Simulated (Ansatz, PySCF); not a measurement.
Spin states of H2O2Os (SMILES [OH][Os][OH]), each relaxed with B3LYP-D3(BJ)/def2-TZVP.
State 1 (charge 0, multiplicity 3):
```xyz
5

Os     0.09176    -0.28563     0.05491
O      1.50283    -0.05542    -1.12073
H      1.67864     0.74375    -1.63248
O     -1.32573    -0.51687     1.22253
H     -2.00127     0.14402     1.41855
```
State 2 (charge 0, multiplicity 1):
```json
[
 {"atom": "Os", "x (Å)": "-0.0039", "y (Å)": "-0.0158", "z (Å)": "-0.0075"},
 {"atom": "O", "x (Å)": "1.3402", "y (Å)": "0.2145", "z (Å)": "-1.1315"},
 {"atom": "H", "x (Å)": "2.0611", "y (Å)": "0.3647", "z (Å)": "-1.7458"},
 {"atom": "O", "x (Å)": "-1.3552", "y (Å)": "-0.2232", "z (Å)": "1.1125"},
 {"atom": "H", "x (Å)": "-2.0960", "y (Å)": "-0.3104", "z (Å)": "1.7150"}
]
```

Singlets are restricted, other states unrestricted; no spin–orbit coupling, no relativity up to Kr; see below for the cores. The largest T1 diagnostic is 0.028.

Correlated levels freeze the inner cores; with def2 sets outer-core shells near the valence are correlated too.

Run with Ansatz (a quantum-chemistry and plane-wave program) with Gaussian orbitals; PySCF for the dispersion terms.  In def2 rows elements past Kr take small-core potentials, without spin–orbit coupling.

Question: What energy of the multiplicity-1 state less that of the multiplicity-3 state does BLYP-D4/def2-TZVPP give?

Answer: 0.16 eV

Question: What is the computed energy of the multiplicity-1 state less that of the multiplicity-3 state (CCSD(T)/def2-SVP)?

Answer: 0.07 eV

Question: What energy of the multiplicity-1 state less that of the multiplicity-3 state does PBE0/def2-TZVPP give?

Answer: 0.28 eV

Doubts at one or more of the structures used: a restricted determinant that unrestricted orbitals would lower (CCSD(T)/def2-SVP).
